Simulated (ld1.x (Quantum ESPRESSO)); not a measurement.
# neon, PAW: configuration errors across variants

neon (Ne), PAW, made with ld1.x (Quantum ESPRESSO) 7.5 (LDA (PZ), scalar-relativistic). Core [He], reference 2s2 2p6. Waves: 2s (bound): rcut 0.45, rcutus 0.55 bohr; 2s channel at -2.05 Ry: rcut 0.45, rcutus 0.55 bohr; 2p (bound): rcut 1.10, rcutus 1.55 bohr; 2p channel at 0.65 Ry: rcut 1.10, rcutus 1.55 bohr. Local part: all-electron potential smoothed inside 1.55 bohr (lloc = -1). Core correction: a·sin(br)/r model core inside 0.60 bohr. Augmentation charge: PSQ, inside the norm-conserving radii.

All-electron excitation energies from the reference (eV): (1) 2s2 2p5 22.653; (2) 2s2 2p4 66.055; (3) 2s2 2p3 133.579; (4) 2s2 2p2 228.267; (5) 2s2 2p5.5 8.962; (6) 2s1 2p6 45.561; (7) 2s2 2p5 spin 22.180; (8) 2s2 2p4 spin 63.803.

Spin tests fill each open shell by Hund’s rule, majority spin first.

Tests that are not counted but printed errors over 1 eV. “all radii but the core radius scaled by about 1.10 (s 0.60, p 1.72 bohr, rcut 0.50/1.22); local potential all-electron potential smoothed inside 1.72 bohr (lloc = -1)”: 2s2 2p4 (solver errors, printed error -461 eV); 2s2 2p4 (spin-polarised) (solver errors, printed error -605 eV). “all radii but the core radius scaled by about 1.27 (s 0.70, p 1.96 bohr, rcut 0.56/1.38); local potential all-electron potential smoothed inside 1.96 bohr (lloc = -1)”: 2s2 2p5 (solver errors, printed error -734 eV); 2s2 2p4 (solver errors, printed error -459 eV); 2 more. “all radii but the core radius scaled by about 1.32 (s 0.72, p 2.06 bohr, rcut 0.60/1.46); local potential all-electron potential smoothed inside 2.06 bohr (lloc = -1)”: 2s2 2p5 (solver errors, printed error -734 eV); 2s2 2p4 (solver errors, printed error -458 eV). “all radii but the core radius scaled by about 1.38 (s 0.76, p 2.14 bohr, rcut 0.62/1.52); local potential all-electron potential smoothed inside 2.14 bohr (lloc = -1)”: 2s2 2p5 (solver errors, printed error -734 eV); 2s2 2p4 (solver errors, printed error -458 eV).

2 further variants failed, have other tests or too few solved ones, and are left out.

A true bound ghost makes a file unfit for plane-wave use even where its test errors are small: the radial tests pick states by their node count and pass the ghost by.

Errors AE − PS in meV (a dash: test not solved or not reliable):

| change | (1) | (2) | (3) | (4) | (5) | (6) | (7) | (8) | bound ghosts |
| --- | --- | --- | --- | --- | --- | --- | --- | --- | --- |
| base | -11 | -69 | -208 | -382 | -2.2 | -5.6 | -9.4 | -62 | none |
| all radii but the core radius scaled by about 0.90 (s 0.50, p 1.40 bohr, rcut 0.40/1.00); local potential all-electron potential smoothed inside 1.40 bohr (lloc = -1) | -9.6 | -40 | -117 | -276 | -2.6 | -4.6 | -18 | -92 | s |
| all radii but the core radius scaled by about 1.05 (s 0.58, p 1.62 bohr, rcut 0.46/1.14); local potential all-electron potential smoothed inside 1.62 bohr (lloc = -1) | -13 | -80 | -228 | -396 | -2.6 | -7.3 | -12 | -80 | none |
| all radii but the core radius scaled by about 1.10 (s 0.60, p 1.72 bohr, rcut 0.50/1.22); local potential all-electron potential smoothed inside 1.72 bohr (lloc = -1) | -20 | – | -326 | -540 | -3.9 | -12 | -21 | – | none |
| all radii but the core radius scaled by about 1.27 (s 0.70, p 1.96 bohr, rcut 0.56/1.38); local potential all-electron potential smoothed inside 1.96 bohr (lloc = -1) | – | – | – | – | – | – | – | – | none |
| all radii but the core radius scaled by about 1.32 (s 0.72, p 2.06 bohr, rcut 0.60/1.46); local potential all-electron potential smoothed inside 2.06 bohr (lloc = -1) | – | – | – | – | – | – | – | – | none |
| all radii but the core radius scaled by about 1.38 (s 0.76, p 2.14 bohr, rcut 0.62/1.52); local potential all-electron potential smoothed inside 2.14 bohr (lloc = -1) | – | – | – | – | – | – | – | – | none |

Give the same row for: all radii but the core radius scaled by about 1.17 (s 0.64, p 1.82 bohr, rcut 0.54/1.30); local potential all-electron potential smoothed inside 1.82 bohr (lloc = -1).

-26, –, –, –, -5.1, -17, -28, –; bound ghosts: none. Not counted: 2s2 2p4 (solver errors, printed error -460 eV); 2s2 2p4 (spin-polarised) (solver errors, printed error -460 eV); 2 more.
